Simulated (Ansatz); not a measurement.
Abridged output of a molecular run in Ansatz:

```
Functional definition: HF
1711 factors; integrals over basis functions are off by at most 1.2e-3 eV
mean field evaluation 1: about -5399.8630 eV, gradient 4.1e1 eV
mean field evaluation 2: about -5400.0716 eV, gradient 4.1e1 eV
mean field evaluation 4: about -5404.5023 eV, gradient 4.7e0 eV
mean field evaluation 8: about -5404.5766 eV, gradient 2.7e-1 eV
mean field -5404.57699461 eV, -198.6145411982 hartree, gradient 7.7e-6 eV, S^2 0.000000; 0 other end points of the search recorded, 0 dependent functions left out
5 core orbitals not correlated: weight in the atoms' cores, before any rotation towards them, 1.000 or more for the frozen orbitals, at most 0.000 for the correlated occupied ones
reference -5404.57699461 eV, -198.6145411982 hartree; 15, 15 occupied and 275, 275 virtual orbitals, 1711 factors
second order -22.99350731 eV of doubles, -0.00000000 eV of singles
cycle   1  -23.87121061 eV  change   -8.8e-1 eV  update   9.2e-2
cycle   2  -24.43292008 eV  change   -5.6e-1 eV  update   2.6e-2
cycle   3  -24.51529995 eV  change   -8.2e-2 eV  update   1.1e-2
cycle   4  -24.51031692 eV  change    5.0e-3 eV  update   2.6e-3
cycle   5  -24.50992376 eV  change    3.9e-4 eV  update   1.2e-3
cycle   6  -24.50997529 eV  change   -5.2e-5 eV  update   3.9e-4
cycle   7  -24.50978184 eV  change    1.9e-4 eV  update   1.8e-4
cycle   8  -24.50976057 eV  change    2.1e-5 eV  update   7.5e-5
cycle   9  -24.50977272 eV  change   -1.2e-5 eV  update   3.4e-5
perturbative correction -0.93241701 eV, -0.0342656932 hartree
Total energy: -5430.01918435 eV, -199.5495244257 hartree
```

Its atoms:

Cartesian coordinates in Å:
```
C -1.837 -0.601 -0.225
B -0.598 -1.166 0.525
C 0.881 -0.761 0.230
N 1.097 0.330 -0.703
C 0.807 1.622 -0.123
H -2.377 0.055 0.474
H -1.592 -0.018 -1.114
H -2.555 -1.387 -0.479
H -0.755 -1.998 1.380
H 1.435 -0.639 1.182
H 1.299 -1.688 -0.199
H 2.054 0.321 -1.030
H 1.359 1.824 0.812
H 1.043 2.413 -0.838
H -0.259 1.694 0.107
```

Task: Which basis set was used?
A. def2-SVP
B. def2-TZVPP
C. def2-QZVPP
D. cc-pV(Q+d)Z

Result: B. It gives 295 functions.

Task: Write the keys of the input that set method, charge and spin (a neutral closed shell needs none for the last two).

Result: 
```yaml
correlation: {method: ccsd_t}
```
